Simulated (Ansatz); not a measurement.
`C[O][GeH]([F])[F]` → `[F][GeH2][F]` + `C=O`  (β-hydride elimination)

Calculated with Ansatz (gas phase, PBE0-D4/def2-TZVP geometries, no zero-point term in ΔE). CBS: MP2 limit from def2 TZ/QZ plus the TZ coupled-cluster correction, frozen cores. This one scheme is used for every species. Functionals use def2-TZVPP. For Ge outer-core shells are correlated without core-valence functions, which leaves a few kJ/mol of doubt a bond. Scalar relativity is left out up to krypton. Each species was taken in one conformer, which may not be the lowest.

| species | r2SCAN0 energy (Eh) |
| --- | --- |
| `C[O][GeH]([F])[F]` | -2392.44690 |
| `[F][GeH2][F]` | -2277.91480 |
| `C=O` | -114.46789 |

Question: Work out ΔE.

Answer: ΔE = (-2277.91480) + (-114.46789) − (-2392.44690) = 0.06421 Eh = +168.6 kJ/mol. CCSD(T)/CBS gives +158.5 kJ/mol.

Largest T1 diagnostic among the species: 0.015.

Leaving LDA and LC-ωPBE aside and taking each functional with its dispersion term where it has one, the values, not all of them listed here, spread over 36.5 kJ/mol, from BLYP-D4 to r2SCAN0-D4. LDA lies +46.5 kJ/mol from PBE without D4. From PBE to PBE0 (25 % exact exchange), in def2-TZVPP and without D4, ΔE moves by +13.6 kJ/mol.
